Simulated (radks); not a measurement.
Results of a calculation; reference values are marked as such.
Successive ionisation energies (eV) of one element, from differences of total energies of ions in their ground configurations, starting at charge 15: 587.43, 641.42, 697.03, 754.23, 812.98, 873.27, 935.04, 998.27. Code: a radial shooting solver on a logarithmic mesh with Libxc functionals. Model: Dirac Kohn-Sham, PBE, spin-unpolarised, spherical densities, finite nucleus; open shells are shared between the two j in proportion to 2j + 1; Fermi nuclear charge, rms radius 4.324 fm. Which element is it?

Answer. Niobium (Z = 41). The first species listed is Nb15+ in [Ar] 3d8, the last Nb22+ in [Ar] 3d1.
